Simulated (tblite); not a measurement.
Compound: C6H12P (charge +1).
Geometry (GFN2-xTB, Å), atoms numbered from 1 in this order:
```
atom  x, y, z in Å
C1     2.8016    0.1502   -0.1668
C2     1.6451   -0.4565   -0.3933
P3     0.0519    0.2017    0.1001
C4     0.1696    1.8067    0.9249
C5    -1.2265    0.0235   -1.2021
C6    -1.7939   -1.2226   -0.4769
C7    -1.0377   -1.0595    0.8659
H8     3.7319   -0.2898   -0.4874
H9     2.8745    1.0990    0.3401
H10    1.5848   -1.4111   -0.9029
H11    0.7647    1.7103    1.8334
H12   -0.8326    2.1487    1.1828
H13    0.6361    2.5287    0.2540
H14   -1.9182    0.8658   -1.2073
H15   -0.8659   -0.1431   -2.2153
H16   -2.8761   -1.2112   -0.3731
H17   -1.5154   -2.1433   -0.9852
H18   -0.5479   -1.9545    1.2452
H19   -1.6558   -0.6337    1.6563
```

All values are computed: GFN2-xTB (tblite) harmonic vibrations without scaling, gas phase. Errors from tens to a few hundred cm⁻¹ against measured bands are possible. One conformer, not necessarily the lowest.

Harmonic wavenumbers (cm⁻¹): 59.9, 78.8, 165.0, 167.5, 188.4, 206.2, 220.7, 336.7, 511.4, 546.5, 664.5, 702.2, 752.3, 761.2, 783.4, 835.9, 856.5, 863.9, 917.4, 937.2, 977.6, 984.4, 996.0, 998.4, 1019.6, 1142.8, 1144.0, 1180.4, 1187.4, 1212.3, 1269.7, 1301.2, 1368.8, 1388.6, 1392.5, 1404.8, 1405.0, 1477.5, 1638.6, 2986.7, 2987.9, 2989.2, 2995.0, 3000.9, 3005.5, 3009.0, 3026.2, 3029.2, 3038.3, 3096.9, 3125.5.

A = 3443, B = 1660, C = 1419 MHz; mass 115.068 u (most abundant isotopes); point group Cs, symmetry number 1.

Problem. What is the zero-point energy?

Solution. ½Σν̃ = 35168 cm⁻¹ = 100.55 kcal/mol.

Problem. Entropy at 500 K, 1 bar (ideal gas, RRHO, classical rotation)?

Solution. Translation 42.73, rotation 29.61, vibration 44.09: S = 116.4 cal/(mol K).

Problem. And Cp and H(500 K) − H(0)?

Solution. Cp = 54.68 cal/(mol K), of which vibrations give 46.73 (their classical limit is 51 R = 101.3); H(500 K) − H(0) = 15.61 kcal/mol without the zero-point energy, 11.63 from vibrations.

Problem. How do the functions run with temperature in this model?

Solution. 
| T (K) | S (cal/(mol K)) | Cp (cal/(mol K)) | H − H(0) (kcal/mol) | G − H(0) (kcal/mol) | ln q(vib) |
| --- | --- | --- | --- | --- | --- |
| 50 | 56.2 | 12.2 | 0.47 | -2.34 | 0.33 |
| 100 | 66.5 | 17.7 | 1.23 | -5.42 | 1.30 |
| 298.15 | 93.3 | 35.6 | 6.40 | -21.41 | 5.80 |
| 373.15 | 102.1 | 43.4 | 9.36 | -28.74 | 7.52 |
| 750 | 141.8 | 70.2 | 31.37 | -74.97 | 16.27 |
| 1000 | 163.5 | 80.4 | 50.27 | -113.19 | 21.78 |

q(vib) and H(0) count from the zero-point level.

Problem. Which modes carry the vibrational entropy at 500 K?

Solution. 59.9 cm⁻¹: 5.48; 78.8 cm⁻¹: 4.94; 165.0 cm⁻¹: 3.49; 167.5 cm⁻¹: 3.46; 188.4 cm⁻¹: 3.23; 206.2 cm⁻¹: 3.05 cal/(mol K); the other 45 give 20.44 together.

Problem. What must be added to the electronic energy to get the Gibbs energy at 500 K and 1 bar?

Solution. ZPE + [H(500 K) − H(0)] − T·S = 100.55 + 15.61 − 58.22 = 57.94 kcal/mol.

Hindered rotation and anharmonicity are outside this model. Other conformers, if any are populated, would add a mixing term that is left out.
